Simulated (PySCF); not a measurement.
**CSe: a base run and its variants**

Base input, run as `python input.py` with PySCF 2.14:

```python
from pyscf import gto, dft

mol = gto.M(
    atom='C 0 0 0; Se 0 0 1.734',
    basis='lanl2dz',
    ecp={'Se': 'lanl2dz'},
    charge=0,
    spin=0,
    verbose=4,
)
mf = dft.RKS(mol, xc='o3lyp')
mf.kernel()
g = mf.nuc_grad_method()
g.grid_response = True
g.kernel()
mf.dip_moment()
print('orbital energies (hartree):', mf.mo_energy[..., max(0, mol.nelec[1]-3):mol.nelec[0]+3].round(4))
```

Base result: E(SCF) = -47.207590 Eh, 10 cycles, μz(SCF) = 1.71 D, gradient on the second atom -0.0057 Eh/bohr. Stability towards an unrestricted solution was not tested. The bond length is a typed value, not an optimised one.

Wall time 2.6 s on one thread of a shared host.

Each row names what differs from the base; energies in brackets are changes from the base.

| change | result |
| --- | --- |
| basis set: lanl2dz → jorge-dzp; core potential: on → off | E(SCF) = -2439.979198 Eh, 8 cycles, μz(SCF) = 1.70 D, gradient on the second atom 0.0382 Eh/bohr |
| Cartesian functions: off → on | E(SCF) = -47.207590 Eh (+0.0000 eV), 10 cycles, μz(SCF) = 1.71 D, gradient on the second atom -0.0057 Eh/bohr |
| step after the SCF: gradient → eomea; SCF type: RKS → RHF; functional: o3lyp → none (Hartree–Fock); frozen orbitals: default → 1; number of roots: default → 4 [positive roots are unbound] | E(SCF) = -46.749074 Eh, 10 cycles, E(CCSD) − E(SCF) = -0.14905 Eh, μz(SCF) = 1.08 D, attachment roots 0.583, 0.583, 5.361, 5.848 eV |
| spin (2S): 0 → 2; SCF type: RKS → UKS [a high spin state] | E(SCF) = -47.110637 Eh (+2.6382 eV), 12 cycles, ⟨S²⟩ = 2.053, μz(SCF) = 0.46 D, gradient on the second atom -0.0283 Eh/bohr |
| core potential: on → off [unsound on purpose] | stops with RuntimeError (Failed to assign mo_occ. Nocc (20) > Nmo (17)) |
| functional: o3lyp → revtpss | E(SCF) = -47.202275 Eh, 12 cycles, μz(SCF) = 1.75 D, gradient on the second atom -0.0144 Eh/bohr |
| functional: o3lyp → x3lyp | E(SCF) = -47.173004 Eh, 10 cycles, μz(SCF) = 1.73 D, gradient on the second atom -0.0026 Eh/bohr |
| functional: o3lyp → r2scan | E(SCF) = -47.190314 Eh, 10 cycles, μz(SCF) = 1.73 D, gradient on the second atom -0.0067 Eh/bohr |
| electric field along z (a.u.): none → -0.01; step after the SCF: gradient → analyze | E(SCF) = -47.203086 Eh (+0.1226 eV), 9 cycles, μz(SCF) = 0.59 D |
| step after the SCF: gradient → mp2; SCF type: RKS → RHF; functional: o3lyp → none (Hartree–Fock); frozen orbitals: default → 0 | E(SCF) = -46.749074 Eh, 10 cycles, E(MP2) − E(SCF) = -0.14641 Eh, μz(SCF) = 1.08 D |
| geometry: bond 1.734 → bond 0.5 [unsound on purpose] | E(SCF) = -34.001759 Eh, 11 cycles, μz(SCF) = -3.20 D, gradient on the second atom -34.0554 Eh/bohr |
| functional: o3lyp → bhandhlyp | E(SCF) = -47.126975 Eh, 9 cycles, μz(SCF) = 1.54 D, gradient on the second atom 0.0130 Eh/bohr |
| spin (2S): 0 → 4; SCF type: RKS → UKS [a high spin state] | E(SCF) = -47.011373 Eh (+5.3393 eV), 10 cycles, ⟨S²⟩ = 6.004, μz(SCF) = 1.14 D, gradient on the second atom -0.1386 Eh/bohr |
| functional: o3lyp → pbe | E(SCF) = -47.168849 Eh, 11 cycles, μz(SCF) = 1.80 D, gradient on the second atom -0.0156 Eh/bohr |
| electric field along z (a.u.): none → 0.05; step after the SCF: gradient → analyze | E(SCF) = -47.297869 Eh (-2.4566 eV), 11 cycles, μz(SCF) = 7.54 D |
| basis set: lanl2dz → jorge-dzp-dkh; core potential: on → off; spin-free X2C: off → on | E(SCF) = -2468.250493 Eh, 8 cycles, μz(SCF) = 1.75 D, gradient on the second atom 0.0408 Eh/bohr |
| electric field along z (a.u.): none → 0.001; step after the SCF: gradient → analyze | E(SCF) = -47.208283 Eh (-0.0189 eV), 10 cycles, μz(SCF) = 1.82 D |
| functional: o3lyp → m062x | E(SCF) = -47.143862 Eh, 10 cycles, μz(SCF) = 1.62 D, gradient on the second atom 0.0045 Eh/bohr |
| charge: 0 → 2; SCF type: RKS → UKS [an earlier cycle lay lower, so not the lowest solution of its kind] [another spin of the ion may lie lower] [spin-contaminated] | E(SCF) = -46.052313 Eh (+31.4367 eV), ⟨S²⟩ = 0.997, gradient on the second atom -0.0362 Eh/bohr |

Task: Order these changes by how far they move the SCF energy from the base, largest first: (1) Cartesian functions: off → on; (2) electric field along z (a.u.): none → -0.01; step after the SCF: gradient → analyze; (3) electric field along z (a.u.): none → 0.001; step after the SCF: gradient → analyze; (4) electric field along z (a.u.): none → 0.05; step after the SCF: gradient → analyze.

Result: (4) -2.4566 eV, (2) +0.1226 eV, (3) -0.0189 eV, (1) +0.0000 eV.
